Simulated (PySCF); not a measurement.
## Assignment exercise: C$_{4}$H$_{8}$N$_{2}$Si$_{2}$

Cartesian coordinates in Å; atom numbers follow the order of the lines, from 1:
```xyz
16

N    -1.051   -1.261   -1.779
C    -1.114   -0.763   -0.747
C    -1.238   -0.121    0.507
C    -2.553    0.459    0.822
N    -3.610    0.426    0.142
C    -0.188   -0.059    1.349
Si    1.524   -0.761    0.982
Si    2.623    0.685   -0.462
H    -2.602    0.977    1.777
H    -3.543   -0.067   -0.749
H    -0.349    0.466    2.284
H     2.144   -0.908    2.305
H     1.316   -2.111    0.448
H     3.828    0.054   -1.001
H     1.765    1.083   -1.579
H     3.042    1.910    0.225
```

Computed data (PySCF 2.14): GIAO PBE0/pcSseg-1 shieldings, GFN2-xTB geometry. Isolated molecule, single conformer, non-relativistic Hamiltonian, averaged over atoms made equivalent by symmetry, fast rotation or ring inversion.

Scale: ¹³C and ¹H vs TMS (reference shieldings calculated alike).

Q: Assign these signals to the numbered atoms. ¹³C{¹H} NMR (computed): δ 167.3 (CH), 163.1 (CH), 136.8 (C), 119.5 (C).

A: 
```tsv
δ (ppm)	atoms	environment	reason
167.3	C4	carbon bonded to C, N, H	–
163.1	C6	carbon bonded to C, Si, H	–
136.8	C3	carbon bonded to 3 C	–
119.5	C2	carbon bonded to C, N	–
```

Q: Assign these signals to the numbered atoms. ¹H NMR (400 MHz, computed): δ 11.62 (br s, 1H), 7.94 (s, 1H), 7.48 (t, 1H), 4.43 (m, 2H), 3.59 (t, 3H).

A: 
11.62 → H10, hydrogen on a nitrogen bonded to C
7.94 → H9, hydrogen on a carbon bonded to C, N
7.48 → H11, hydrogen on a carbon bonded to C, Si
4.43 → H12/H13, hydrogen on a silicon bonded to C, Si
3.59 → H14/H15/H16, hydrogen on a silicon bonded to Si

OH/NH shifts are gas-phase values; hydrogen bonding in solution moves them, usually downfield. Shifts are as computed. Against solution values, carbons near 30 ppm lie about +3 ppm off and those near 130 ppm about +5 ppm. Of 1309 compounds with measured shifts, 239 miss one by over three times the rms of a fit or turn the order of signals round; such compounds aren't used in these exercises. No couplings were computed; multiplicities are counted from neighbouring protons, with m where these are inequivalent, close in shift, in a saturated or five-membered ring or joined by F or P, and br s for small geminal =CH2 splittings.
